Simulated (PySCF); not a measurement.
H3BF2Ge (SMILES F[B](F)[GeH3]), singlet, at a GFN2-xTB geometry; CAMB3LYP/6-31G, polarisability by finite fields (PySCF).

Input for PySCF:
```python
from pyscf import gto, scf, dft

mol = gto.Mole()
mol.atom = '''
    B    -0.749806    0.451696   -0.533049
    F    -1.936857   -0.085395   -0.701014
    F    -0.621372    1.629485   -1.100321
    Ge    0.728027   -0.439558    0.511622
    H     0.693696   -0.109816    1.964639
    H     0.685803   -1.926724    0.467480
    H     2.096729   -0.052907    0.073218
'''
mol.basis = '6-31g'
mol.charge = 0
mol.spin = 0
mol.verbose = 4
mol.build()

mf = dft.RKS(mol)
mf.xc = 'camb3lyp'
mf.conv_tol = 1e-11
mf.kernel()
h0, z, done = mf.get_hcore(), mol.intor('int1e_r')[2], []
def energy(F):
    f = mf.copy()
    f.scf_summary = {}
    f.get_hcore = lambda *a: h0 + F * z
    e = f.kernel(mf.make_rdm1())
    done.append(f.converged)
    return e
F = 0.001
alpha = -(energy(F) + energy(-F) - 2 * mf.e_tot) / F**2
print('alpha_zz =', alpha)
```

What the program printed (banner, timings and long lists left out):

```
PySCF version 2.14.0

[INPUT] verbose = 4
[INPUT] num. atoms = 7
[INPUT] num. electrons = 58
[INPUT] charge = 0
[INPUT] spin (= nelec alpha-beta = 2S) = 0
[INPUT] symmetry False subgroup None
[INPUT] Mole.unit = angstrom
[INPUT] Symbol           X                Y                Z      unit          X                Y                Z       unit  Magmom
[INPUT]  1 B     -0.749806000000   0.451696000000  -0.533049000000 AA   -1.416927986556   0.853581731562  -1.007316620973 Bohr   0.0
[INPUT]  2 F     -1.936857000000  -0.085395000000  -0.701014000000 AA   -3.660129272447  -0.161373162407  -1.324724469486 Bohr   0.0
[INPUT]  3 F     -0.621372000000   1.629485000000  -1.100321000000 AA   -1.174222901473   3.079280374087  -2.079305339108 Bohr   0.0
[INPUT]  4 Ge     0.728027000000  -0.439558000000   0.511622000000 AA    1.375771641289  -0.830644235862   0.966825459302 Bohr   0.0
[INPUT]  5 H      0.693696000000  -0.109816000000   1.964639000000 AA    1.310895453706  -0.207522164095   3.712629643639 Bohr   0.0
[INPUT]  6 H      0.685803000000  -1.926724000000   0.467480000000 AA    1.295979845405  -3.640980677626   0.883409168712 Bohr   0.0
[INPUT]  7 H      2.096729000000  -0.052907000000   0.073218000000 AA    3.962243567433  -0.099979740072   0.138361967388 Bohr   0.0

nuclear repulsion = 246.207922166557
number of shells = 32
number of NR pGTOs = 168
number of NR cGTOs = 60
basis = 6-31g
ecp = {}

******** <class 'pyscf.dft.rks.RKS'> ********
method = RKS
initial guess = minao
damping factor = 0
level_shift factor = 0
DIIS = <class 'pyscf.scf.diis.CDIIS'>
diis_start_cycle = 1
diis_space = 8
diis_damp = 0
SCF conv_tol = 1e-11
SCF conv_tol_grad = None
SCF max_cycles = 50
direct_scf = True
direct_scf_tol = 1e-13
XC library pyscf.dft.libxc version 7.1.2
    S. Lehtola, C. Steigemann, M. J. T. Oliveira, and M. A. L. Marques,  SoftwareX 7, 1–5 (2018)
XC functionals = camb3lyp
    T. Yanai, D. P. Tew, and N. C. Handy,  Chem. Phys. Lett. 393, 51 (2004)
radial grids:
    Treutler-Ahlrichs [JCP 102, 346 (1995); DOI:10.1063/1.469408] (M4) radial grids

becke partition: Becke, JCP 88, 2547 (1988); DOI:10.1063/1.454033
pruning grids: <function nwchem_prune>
grids dens level: 3
symmetrized grids: False
atomic radii adjust function: <function treutler_atomic_radii_adjust>
small_rho_cutoff = 0
Set gradient conv threshold to 3.16228e-06
Initial guess from minao.
tot grids = 92640
init E= -2302.8178389525
  HOMO = -0.361243444488041  LUMO = -0.033879728888218  gap/eV = 8.90802
cycle= 1 E= -2302.97828330775  delta_E= -0.16  |g|= 0.686  |ddm|= 2.37
  HOMO = -0.37626044643608  LUMO = -0.00777835934873572  gap/eV = 10.02691
cycle= 2 E= -2302.94416813884  delta_E= 0.0341  |g|=  0.9  |ddm|= 0.984
  HOMO = -0.40076354758074  LUMO = -0.000339931122873338  gap/eV = 10.89608
cycle= 3 E= -2303.07144911906  delta_E= -0.127  |g|= 0.0181  |ddm|= 0.499
  HOMO = -0.392765570079292  LUMO = 0.00925325343713457  gap/eV = 10.93949
cycle= 4 E= -2303.07159085877  delta_E= -0.000142  |g|= 0.00574  |ddm|= 0.0395
  HOMO = -0.395088651145507  LUMO = 0.00699973746018889  gap/eV = 10.94138
cycle= 5 E= -2303.07160401763  delta_E= -1.32e-05  |g|= 0.000751  |ddm|= 0.0101
  HOMO = -0.395066470602017  LUMO = 0.00704387737738132  gap/eV = 10.94198
cycle= 6 E= -2303.07160427724  delta_E= -2.6e-07  |g|= 0.00016  |ddm|= 0.00146
  HOMO = -0.395050385378662  LUMO = 0.00705123578108413  gap/eV = 10.94174
cycle= 7 E= -2303.07160428388  delta_E= -6.64e-09  |g|= 6.64e-05  |ddm|= 0.000229
  HOMO = -0.395046211278354  LUMO = 0.00705617432796668  gap/eV = 10.94176
cycle= 8 E= -2303.07160428444  delta_E= -5.6e-10  |g|= 2.29e-05  |ddm|= 6.41e-05
  HOMO = -0.395047735764745  LUMO = 0.00705641409931612  gap/eV = 10.94181
cycle= 9 E= -2303.07160428454  delta_E= -1e-10  |g|= 7.25e-06  |ddm|= 2.15e-05
  HOMO = -0.395048013853028  LUMO = 0.00705643492084462  gap/eV = 10.94182
cycle= 10 E= -2303.07160428455  delta_E= -4.09e-12  |g|= 1.86e-06  |ddm|= 5.52e-06
  HOMO = -0.395047856419466  LUMO = 0.00705645513367559  gap/eV = 10.94182
Extra cycle  E= -2303.07160428454  delta_E= 6.37e-12  |g|= 2.08e-06  |ddm|= 2.79e-06
converged SCF energy = -2303.07160428454

******** <class 'pyscf.dft.rks.RKS'> ********
method = RKS
initial guess = minao
damping factor = 0
level_shift factor = 0
DIIS = <class 'pyscf.scf.diis.CDIIS'>
diis_start_cycle = 1
diis_space = 8
diis_damp = 0
SCF conv_tol = 1e-11
SCF conv_tol_grad = None
SCF max_cycles = 50
direct_scf = True
direct_scf_tol = 1e-13
XC library pyscf.dft.libxc version 7.1.2
    S. Lehtola, C. Steigemann, M. J. T. Oliveira, and M. A. L. Marques,  SoftwareX 7, 1–5 (2018)
XC functionals = camb3lyp
    T. Yanai, D. P. Tew, and N. C. Handy,  Chem. Phys. Lett. 393, 51 (2004)
radial grids:
    Treutler-Ahlrichs [JCP 102, 346 (1995); DOI:10.1063/1.469408] (M4) radial grids

becke partition: Becke, JCP 88, 2547 (1988); DOI:10.1063/1.454033
pruning grids: <function nwchem_prune>
grids dens level: 3
symmetrized grids: False
atomic radii adjust function: <function treutler_atomic_radii_adjust>
small_rho_cutoff = 0
Overwritten attributes  get_hcore  of <class 'pyscf.dft.rks.RKS'>
Set gradient conv threshold to 3.16228e-06
init E= -2303.07180362868
  HOMO = -0.395093103792631  LUMO = 0.00651905588763757  gap/eV = 10.92842
cycle= 1 E= -2303.07181859352  delta_E= -1.5e-05  |g|= 0.00176  |ddm|= 0.0165
  HOMO = -0.394782574325843  LUMO = 0.00691470512452241  gap/eV = 10.93074
cycle= 2 E= -2303.07181917835  delta_E= -5.85e-07  |g|= 0.00136  |ddm|= 0.00305
  HOMO = -0.394864138215145  LUMO = 0.0068362303525662  gap/eV = 10.93082
cycle= 3 E= -2303.07181946308  delta_E= -2.85e-07  |g|= 0.000394  |ddm|= 0.001
  HOMO = -0.394881513744458  LUMO = 0.00681968195110283  gap/eV = 10.93085
cycle= 4 E= -2303.07181949015  delta_E= -2.71e-08  |g|= 5.57e-05  |ddm|= 0.000311
  HOMO = -0.39487304624728  LUMO = 0.00682981289815965  gap/eV = 10.93089
cycle= 5 E= -2303.07181949084  delta_E= -6.91e-10  |g|= 3.16e-05  |ddm|= 8.86e-05
  HOMO = -0.39487204177771  LUMO = 0.00683121149089727  gap/eV = 10.93090
cycle= 6 E= -2303.07181949103  delta_E= -1.86e-10  |g|= 5.64e-06  |ddm|= 3.2e-05
  HOMO = -0.394873066762025  LUMO = 0.00683007608049069  gap/eV = 10.93090
cycle= 7 E= -2303.07181949103  delta_E= -5e-12  |g|= 8.11e-07  |ddm|= 8.36e-06
  HOMO = -0.394873020124505  LUMO = 0.00683014661772763  gap/eV = 10.93090
Extra cycle  E= -2303.07181949103  delta_E= -9.09e-13  |g|= 5.3e-07  |ddm|= 1.92e-06
converged SCF energy = -2303.07181949103

******** <class 'pyscf.dft.rks.RKS'> ********
method = RKS
initial guess = minao
damping factor = 0
level_shift factor = 0
DIIS = <class 'pyscf.scf.diis.CDIIS'>
diis_start_cycle = 1
diis_space = 8
diis_damp = 0
SCF conv_tol = 1e-11
SCF conv_tol_grad = None
SCF max_cycles = 50
direct_scf = True
direct_scf_tol = 1e-13
XC library pyscf.dft.libxc version 7.1.2
    S. Lehtola, C. Steigemann, M. J. T. Oliveira, and M. A. L. Marques,  SoftwareX 7, 1–5 (2018)
XC functionals = camb3lyp
    T. Yanai, D. P. Tew, and N. C. Handy,  Chem. Phys. Lett. 393, 51 (2004)
radial grids:
    Treutler-Ahlrichs [JCP 102, 346 (1995); DOI:10.1063/1.469408] (M4) radial grids

becke partition: Becke, JCP 88, 2547 (1988); DOI:10.1063/1.454033
pruning grids: <function nwchem_prune>
grids dens level: 3
symmetrized grids: False
atomic radii adjust function: <function treutler_atomic_radii_adjust>
small_rho_cutoff = 0
Set gradient conv threshold to 3.16228e-06
init E= -2303.07140494041
  HOMO = -0.394979910155279  LUMO = 0.00757187473471488  gap/eV = 10.95399
cycle= 1 E= -2303.07141989656  delta_E= -1.5e-05  |g|= 0.00176  |ddm|= 0.0165
  HOMO = -0.395310163873009  LUMO = 0.00718517181092926  gap/eV = 10.95246
cycle= 2 E= -2303.07142047798  delta_E= -5.81e-07  |g|= 0.00137  |ddm|= 0.00305
  HOMO = -0.395226738410531  LUMO = 0.00726247516343914  gap/eV = 10.95229
cycle= 3 E= -2303.07142076455  delta_E= -2.87e-07  |g|= 0.000395  |ddm|= 0.00101
  HOMO = -0.395208928638326  LUMO = 0.00727896274835205  gap/eV = 10.95225
cycle= 4 E= -2303.07142079172  delta_E= -2.72e-08  |g|= 5.58e-05  |ddm|= 0.000312
  HOMO = -0.395217466020919  LUMO = 0.00726896279926237  gap/eV = 10.95221
cycle= 5 E= -2303.07142079241  delta_E= -6.95e-10  |g|= 3.18e-05  |ddm|= 8.88e-05
  HOMO = -0.395218527248235  LUMO = 0.0072675512607665  gap/eV = 10.95220
cycle= 6 E= -2303.0714207926  delta_E= -1.84e-10  |g|= 5.61e-06  |ddm|= 3.23e-05
  HOMO = -0.395217512976886  LUMO = 0.00726868515859147  gap/eV = 10.95221
cycle= 7 E= -2303.07142079261  delta_E= -1.23e-11  |g|= 8.06e-07  |ddm|= 8.38e-06
  HOMO = -0.395217525192899  LUMO = 0.00726864823212114  gap/eV = 10.95221
cycle= 8 E= -2303.07142079262  delta_E= -7.28e-12  |g|= 1.81e-07  |ddm|= 2.27e-06
  HOMO = -0.395217526951309  LUMO = 0.00726865403093946  gap/eV = 10.95221
Extra cycle  E= -2303.07142079262  delta_E= 9.09e-13  |g|= 1.08e-07  |ddm|= 3.92e-07
converged SCF energy = -2303.07142079262
alpha_zz = 31.71456319250865
```
